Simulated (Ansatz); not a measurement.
Si20AsH28⁻. Total charge -1; triplet. Geometry PBE-D4/def2-SVP; atoms count from 1.

```xyz
49

As   -0.417    3.262    2.771
Si    3.024    1.949    1.211
Si   -1.454    4.017   -0.779
Si   -3.708    1.769    1.453
Si   -0.312   -0.071    1.580
Si   -3.545   -2.086    1.046
Si   -1.946    0.373   -1.613
Si   -0.071   -3.645    0.769
Si    1.971    2.114   -0.908
Si    5.062    0.078   -1.224
Si    1.257   -1.336   -1.970
Si    3.107   -1.823    1.443
Si   -2.411   -3.373   -2.316
Si   -2.321    3.664    1.378
Si    4.438    0.069    1.044
Si   -0.322    2.108   -1.587
Si   -2.460   -0.047    0.637
Si    1.028   -1.588    0.365
Si   -2.295   -3.778    0.000
Si   -1.033   -1.492   -2.707
Si    2.928    0.386   -2.174
H    -1.264    2.531    3.838
H    -0.151    1.780    1.978
H     2.135    1.834    2.421
H     3.865    3.191    1.430
H    -0.549    5.230   -0.724
H    -2.600    4.368   -1.702
H    -4.144    1.542    2.885
H    -4.963    1.950    0.628
H    -0.349   -0.529    3.028
H    -3.646   -2.294    2.542
H    -4.961   -2.062    0.512
H    -3.157    0.965   -2.305
H    -0.067   -3.930    2.257
H     0.729   -4.755    0.118
H     2.355    3.482   -1.440
H     6.178    1.091   -1.446
H     5.653   -1.260   -1.615
H     1.924   -2.656   -2.327
H     2.883   -2.030    2.928
H     3.788   -3.068    0.919
H    -3.880   -3.382   -2.719
H    -1.801   -4.566   -3.023
H    -3.034    4.898    1.892
H     5.595    0.167    2.017
H    -0.110    2.454   -3.052
H    -2.879   -5.130    0.362
H    -1.091   -1.169   -4.189
H     3.020    0.798   -3.629
```

Single mean-field runs in def2-SVP are fitted with def2-universal-jkfit. At PBE0-D4/def2-SVP a singlet of charge -1 lies 2.10 eV below the triplet, each at its own geometry.

Estimate the Mulliken populations of the heavy atoms from the PBE0/def2-SVP orbitals of Ansatz.


```tsv
atom	charge (e)	spin (α − β)
As1	-0.04	0.42
Si2	0.08	0.02
Si3	0.13	0.00
Si4	0.15	0.01
Si5	0.07	0.60
Si6	0.17	0.03
Si7	0.00	0.02
Si8	0.15	0.05
Si9	-0.06	0.03
Si10	0.10	0.10
Si11	-0.03	0.23
Si12	0.19	0.00
Si13	0.09	0.11
Si14	-0.04	-0.01
Si15	-0.14	0.00
Si16	-0.08	0.05
Si17	-0.29	0.00
Si18	-0.29	0.01
Si19	-0.11	-0.01
Si20	-0.04	0.20
Si21	-0.07	0.20
```
Mulliken values depend strongly on the basis.

Where does the spin sit?

Summed by element: As 0.42, Si 1.61, H -0.03, of 2 unpaired in all. Largest on single atoms: Si5 0.60, As1 0.42, Si11 0.23.

And the Mayer bond orders between heavy atoms (over 0.3)?

As1–Si14 0.99 (2.39 Å); Si2–Si9 0.94 (2.37 Å); Si2–Si15 0.94 (2.36 Å); Si3–Si14 0.94 (2.35 Å); Si3–Si16 0.94 (2.36 Å); Si4–Si14 0.94 (2.35 Å); Si4–Si17 0.93 (2.35 Å); Si5–Si17 0.93 (2.35 Å); Si5–Si18 0.91 (2.36 Å); Si6–Si17 0.93 (2.35 Å); Si6–Si19 0.94 (2.35 Å); Si7–Si16 0.90 (2.38 Å); Si7–Si17 0.91 (2.35 Å); Si7–Si20 0.93 (2.35 Å); Si8–Si18 0.91 (2.37 Å); Si8–Si19 0.94 (2.36 Å); Si9–Si16 0.90 (2.39 Å); Si9–Si21 0.95 (2.35 Å); Si10–Si15 0.93 (2.35 Å); Si10–Si21 0.89 (2.36 Å); Si11–Si18 0.90 (2.36 Å); Si11–Si20 0.76 (2.41 Å); Si11–Si21 0.76 (2.41 Å); Si12–Si15 0.94 (2.35 Å); Si12–Si18 0.93 (2.35 Å); Si13–Si19 0.94 (2.35 Å); Si13–Si20 0.89 (2.36 Å).
